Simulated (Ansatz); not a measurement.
Molecule: C5H7Si (charge 0, doublet). It need not be the lowest isomer of its formula. 
Structure (B3LYP-D3(BJ)/def2-TZVP (Ansatz, a quantum-chemistry and plane-wave program) minimum search):
SMILES: [SiH3]C1=CC[C]=C1
```xyz
13

Si     2.0390    -0.1897    -0.0236
C      0.1885    -0.0036    -0.0092
C     -0.6917    -0.8978     0.4934
C     -2.1087    -0.4016     0.3260
C     -1.8597     0.9034    -0.3468
C     -0.5732     1.1597    -0.5514
H      2.5573    -0.1578    -1.4130
H      2.6823     0.9193     0.7222
H      2.3978    -1.4812     0.6068
H     -0.4469    -1.8436     0.9561
H     -2.6238    -0.2888     1.2853
H     -2.7155    -1.0797    -0.2825
H     -0.1289     2.0275    -1.0152
```
Charge 0, spin multiplicity 2.

Property: atomisation energy (electronic, to ground-state atoms), in eV. Cores are frozen in the correlated levels unless marked. UHF or UKS for open shells. Spin-orbit coupling is left out. Non-relativistic. The coupled-cluster limit lacks core correlation, which all-electron functionals hold. CBS marks a two-point X^-3 extrapolation of the correlation energy; Hartree-Fock from the larger set.

The UHF reference is spin-contaminated (<S^2> 0.50 over the pure value in the largest basis). 

```json
[
 {"level": "BHLYP-D4/def2-TZVPD", "program": "Ansatz + dftd4", "atomisation energy (eV)": "53.61"},
 {"level": "BHLYP/def2-TZVPD", "program": "Ansatz", "atomisation energy (eV)": "53.22"},
 {"level": "B2PLYP-D3(BJ)/def2-TZVPD", "program": "Ansatz + dftd3", "atomisation energy (eV)": "?"},
 {"level": "CCSD(T)/CBS(cc-pV(T+d)Z,cc-pV(Q+d)Z)", "program": "Ansatz", "atomisation energy (eV)": "54.90"}
]
```

Task: Some entries are withheld; supply them.

Result: 
- B2PLYP-D3(BJ)/def2-TZVPD, atomisation energy (eV): 54.62
